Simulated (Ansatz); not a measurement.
Level of theory: frozen-core CCSD(T)/cc-pVTZ // TPSSh-D3(BJ)/def2-TZVP (Ansatz, a first-principles code).

Ansatz 0.2 input:
```yaml
crystal:
  periodic: [false, false, false]
  atoms:
    - { symbol: O, position_ang: [2.338305, 0.449469, 0.642547] }
    - { symbol: C, position_ang: [1.091909, 0.135338, 0.685194] }
    - { symbol: C, position_ang: [0.199429, 0.126993, -0.386666] }
    - { symbol: C, position_ang: [-1.306199, 0.447493, -0.040079] }
    - { symbol: C, position_ang: [-0.967335, -0.932877, -0.311276] }
    - { symbol: H, position_ang: [2.654309, 0.7017, -0.247239] }
    - { symbol: H, position_ang: [0.77306, -0.140025, 1.68872] }
    - { symbol: H, position_ang: [0.549453, 0.406514, -1.372379] }
    - { symbol: H, position_ang: [-1.757042, 1.055255, -0.814276] }
    - { symbol: H, position_ang: [-1.500374, 0.763186, 0.976329] }
    - { symbol: H, position_ang: [-1.16489, -1.355884, -1.288033] }
    - { symbol: H, position_ang: [-0.909715, -1.641936, 0.503814] }
basis:
  gaussian: { orbitals: cc-pVTZ }
correlation:
  method: ccsd_t
total_charge: 1
```

Output:

```
Functional definition: HF
1417 factors; integrals over basis functions are off by at most 1.1e-3 eV
mean field evaluation 1: about -6259.0784 eV, gradient 4.7e1 eV
mean field evaluation 2: about -6259.3856 eV, gradient 4.7e1 eV
mean field evaluation 4: about -6264.1199 eV, gradient 4.4e0 eV
mean field evaluation 8: about -6264.1801 eV, gradient 3.1e-1 eV
mean field evaluation 16: about -6259.0779 eV, gradient 4.7e1 eV
mean field -6264.18061118 eV, -230.2043914468 hartree, gradient 3.2e-6 eV, S^2 0.000000; 0 other end points of the search recorded, 0 dependent functions left out
5 core orbitals not correlated
reference -6264.18061118 eV, -230.2043914468 hartree; 14, 14 occupied and 229, 229 virtual orbitals, 1417 factors
second order -23.92963690 eV of doubles, -0.00000000 eV of singles
cycle   1  -24.08923090 eV  change   -1.6e-1 eV  update   1.1e-1
cycle   2  -24.67190687 eV  change   -5.8e-1 eV  update   3.2e-2
cycle   3  -24.81770757 eV  change   -1.5e-1 eV  update   1.9e-2
cycle   4  -24.80328565 eV  change    1.4e-2 eV  update   5.4e-3
cycle   5  -24.80161819 eV  change    1.7e-3 eV  update   2.6e-3
cycle   6  -24.80236475 eV  change   -7.5e-4 eV  update   7.2e-4
cycle   7  -24.80190456 eV  change    4.6e-4 eV  update   2.6e-4
cycle   8  -24.80178014 eV  change    1.2e-4 eV  update   7.4e-5
cycle   9  -24.80180838 eV  change   -2.8e-5 eV  update   3.7e-5
cycle  10  -24.80180499 eV  change    3.4e-6 eV  update   1.6e-5
perturbative correction -1.08893836 eV, -0.0400177465 hartree
Total energy: -6290.07135453 eV, -231.1558587154 hartree
```

Cost: around 18 core-minutes (rough).
